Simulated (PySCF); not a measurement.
# First hyperpolarisability: SMILES CC=C(CC)CC, C$_{7}$H$_{14}$

Geometry:
```csv
atom,x (Å),y (Å),z (Å)
C1,0.000,-2.707,0.432
C2,-0.603,-1.363,0.681
C3,-0.167,-0.173,0.238
C4,1.080,-0.003,-0.595
C5,2.322,0.256,0.255
C6,-0.905,1.094,0.587
C7,-1.701,1.675,-0.579
H8,0.890,-2.664,-0.210
H9,0.297,-3.186,1.380
H10,-0.727,-3.387,-0.043
H11,-1.506,-1.362,1.306
H12,1.247,-0.888,-1.228
H13,0.937,0.840,-1.293
H14,2.190,1.139,0.900
H15,2.532,-0.601,0.913
H16,3.209,0.431,-0.372
H17,-0.181,1.850,0.943
H18,-1.585,0.899,1.432
H19,-2.477,0.969,-0.911
H20,-2.194,2.617,-0.295
H21,-1.057,1.890,-1.447
```

Level of theory: quadratic response CAM-B3LYP/aug-cc-pVDZ first hyperpolarisability, Taylor convention, gas phase (PySCF 2.14.0). Geometry: PBE0-D3(BJ)/def2-SVP.

Problem. Give β for the processes computed.

Solution. In 10⁻³⁰ esu, Taylor convention; the vector part is βᵢ = ⅓ Σⱼ (βᵢⱼⱼ + βⱼᵢⱼ + βⱼⱼᵢ); β∥ is 3/5 of the vector part along the dipole, the dipole points from − to +:
```csv
process,λ (nm),β vector norm,β∥,β HRS,depolarisation ratio
"static β(0;0,0)",∞,0.43,0.03,0.22,3.14
"second harmonic β(−2ω;ω,ω)",1907,0.47,0.03,0.23,3.16
"Pockels β(−ω;ω,0)",1907,0.44,0.03,–,–
"second harmonic β(−2ω;ω,ω)",1064,0.55,0.02,0.27,3.21
"Pockels β(−ω;ω,0)",1064,0.47,0.03,–,–
```

Problem. Which lowest excitations, dipole and polarisabilities go with it?

Solution. S1 5.87 eV (f = 0.007); S2 6.31 eV (f = 0.071); S3 6.47 eV (f = 0.009); dipole 0.18 D; isotropic α 90.0 au static, 90.2 au at 1907 nm, 90.8 au at 1064 nm, 91.0 au at 953.5 nm, 93.3 au at 532 nm.
